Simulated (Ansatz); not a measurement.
Job for Ansatz (a quantum-chemistry and plane-wave program): R-wB97M-V/def2-TZVPPD on BiClH2 (SMILES [Cl][BiH2]). Elements past Kr take the def2 small-core potentials; no spin–orbit coupling. Files ending in .json are basis or fitting sets from the Basis Set Exchange.

Ansatz 0.2 input:
```yaml
crystal:
  periodic: [false, false, false]
  atoms:
    - {symbol: Cl, position_ang: [1.84301533, -0.75688818, 1.44602340]}
    - {symbol: Bi, position_ang: [0.26125346, 0.58006264, 0.01951290]}
    - {symbol: H, position_ang: [-0.56858731, -0.88407077, -0.61333565]}
    - {symbol: H, position_ang: [1.38252755, 0.53930461, -1.39424110]}
basis:
  gaussian:
    orbitals: def2-TZVPPD.json
hamiltonian:
  xc: {name: wB97M-V}
scf: {lower_state_search: off}
```

The log:

```
WARN ansatz: RAYON_NUM_THREADS=1 ignored (pool sized by the plan → 1); use --threads N
Functional definition: wB97M-V
these checks for a lower state are left out or cut short: stability, starts, cluster_reference, orbital_swaps, neighbouring_geometries, increment
integrals: 0.08 GiB planned
870 factors; their error is unknown
integrals: 0.11 GiB planned
248 factors; integrals over basis functions are off by at most 3.4e-5 eV
mean field: 0.69 GiB planned
mean field evaluation 1: about -18393.0045 eV, gradient 1.6e1 eV
mean field evaluation 2: about -18393.3837 eV, gradient 1.5e1 eV
mean field evaluation 4: about -18393.8642 eV, gradient 4.9e-1 eV
mean field evaluation 8: about -18393.9412 eV, gradient 3.0e-1 eV
mean field evaluation 16: about -18393.9414 eV, gradient 5.8e-5 eV
mean field -18393.94136657 eV, -675.9648773603 hartree, gradient 4.4e-6 eV, S^2 0.000000; 0 other end points of the search recorded, 0 dependent functions left out
reference -18393.94142913 eV, -675.9648796591 hartree; 21, 21 occupied and 120, 120 virtual orbitals, 870 factors
Total energy: -18393.94142913 eV, -675.9648796591 hartree
Checks for a lower state left out: stability, starts, cluster_reference, orbital_swaps, neighbouring_geometries, increment
```

The run converged.

Cost: about 5 core-seconds (a rough figure).
